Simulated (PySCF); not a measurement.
Vertical excitations of a molecule CH₆OSi from TDA-LC-ωPBE/def2-SVPD (PySCF 2.14.0), as energy in eV (oscillator strength): 7.55 (0.001), 8.30 (0.012), 8.73 (0.040), 8.80 (0.048), 9.26 (0.013), 9.33 (0.054), 9.48 (0.016), 9.48 (0.003), 9.73 (0.253), 9.85 (0.018). Lowest triplet (TDA): 7.08 eV. Coordinates come from a B3LYP-D3(BJ)/def2-TZVP optimisation. Other conformers were not sampled.

Problem. Which molecule gave these data?
A) OC[SiH3]
B) CO[SiH3]
C) C[SiH2]O

Solution. B, CO[SiH3]
